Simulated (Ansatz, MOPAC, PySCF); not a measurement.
Species: BHF, charge 0, multiplicity 2. SMILES: [BH]F
Coordinates optimised at B3LYP-D3(BJ)/def2-TZVP (Ansatz, a first-principles code):
```
B
F 1 1.3046
H 1 1.2028 2 121.00
```
Charge 0, spin multiplicity 2.

Unscaled harmonic wavenumbers (cm⁻¹) in rising order, each level at the stationary point that it reaches from this structure (no distance between atoms moves by over 0.3 Å); the order of modes can differ between levels, and a negative number is imaginary. B3LYP-D3(BJ)/def2-TZVP (PySCF, at the structure above): 1000, 1329, 2527.

PM3 (MOPAC): 859, 1525, 2504. Zero-point energy 7.0 against 6.9 kcal/mol; where all levels lie over 400 cm⁻¹, the wavenumbers are on average 0.999 times those of B3LYP-D3(BJ)/def2-TZVP.

HF/6-31G* (Ansatz): 1100, 1396, 2709. Zero-point energy 7.4 against 6.9 kcal/mol; where all levels lie over 400 cm⁻¹, the wavenumbers are on average 1.075 times those of B3LYP-D3(BJ)/def2-TZVP.

B3LYP/6-31G* (Ansatz): 1027, 1351, 2548. Zero-point energy 7.0 against 6.9 kcal/mol; where all levels lie over 400 cm⁻¹, the wavenumbers are on average 1.018 times those of B3LYP-D3(BJ)/def2-TZVP.
